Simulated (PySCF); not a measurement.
Estimate the missing entries of this data sheet.

Species: C₄H₈O₂SSi₂.
SMILES with atom numbers: `[O:1]=[C:2]=[C:3]([CH:4]=[O:5])[S:6][SiH2:7][CH2:8][SiH3:9]` (hydrogens: H10 on C4; H11, H12 on Si7; H13, H14 on C8; H15, H16, H17 on Si9)

Conformer (atom-mapped SMILES and torsion angles): `[O:1]=[C:2]=[C:3]([CH:4]=[O:5])[S:6][SiH2:7][CH2:8][SiH3:9]`: C2–C3–C4–O5 -179°, C2–C3–S6–Si7 176°, C3–S6–Si7–C8 81°, S6–Si7–C8–Si9 176°.

| property | level | value |
| --- | --- | --- |
| point group of the GFN2-xTB geometry | GFN2-xTB | ? |
| rotational constants A, B, C of the GFN2-xTB geometry | GFN2-xTB | ? |
| dipole moment | PBE0/pcSseg-1 | 2.62 D |
| HOMO energy | PBE0/pcSseg-1 | ? |
| LUMO energy | PBE0/pcSseg-1 | -2.49 eV |
| 13C chemical shifts (computed TMS as zero) by class | GIAO PBE0/pcSseg-1 | 199.4 (C2), 186.1 (C4), 50.7 (C3), 2.7 (C8) ppm |
| 1H chemical shifts (computed TMS as zero) by class | GIAO PBE0/pcSseg-1 | 9.59 (H10), 5.16 (H11/H12), 4.03 (H15/H16/H17), 0.41 (H13/H14) ppm |
| isotropic shieldings of nuclei other than C and H, by class | GIAO PBE0/pcSseg-1 | ? |

Gas-phase values; electronic properties from PySCF, density fitting. One conformer (not necessarily the lowest) at the GFN2-xTB geometry, without solvent or vibrations. NMR classes are plain means over equivalent atoms (diastereotopic ones count apart unless rotation or inversion swaps them), as if these changed places fast; in this geometry the members of some classes differ.

Q: What are the rotational constants A, B, C of the GFN2-xTB geometry?

A: 2.679, 0.456, 0.415 GHz.

Q: What are the isotropic shieldings of nuclei other than C and H, by class?

A: -229 (O5), -74 (O1), 385 (Si7), 429 (Si9), 625 (S6) ppm.

Q: The point group of the GFN2-xTB geometry?

A: C1.

Q: What is the HOMO energy?

A: -6.63 eV.

The rotational constants make it an asymmetric top with κ = (2B − A − C)/(A − C) = -0.96, nearer the prolate limit (−1). A dipole of 2.62 D is allowed in C1, and pure rotational transitions are dipole-allowed. In atomic units the dipole is 1.03 e·bohr (1 au = 2.5417 D).

For the NMR shielding job (PBE0/pcSseg-1), the run took 62 s wall (grids of density and orbitals included) on an Arm Neoverse V1 with one thread, shared host with 64 logical CPUs at a one-minute load of 28, and the process peaked at 0.96 GiB of memory.
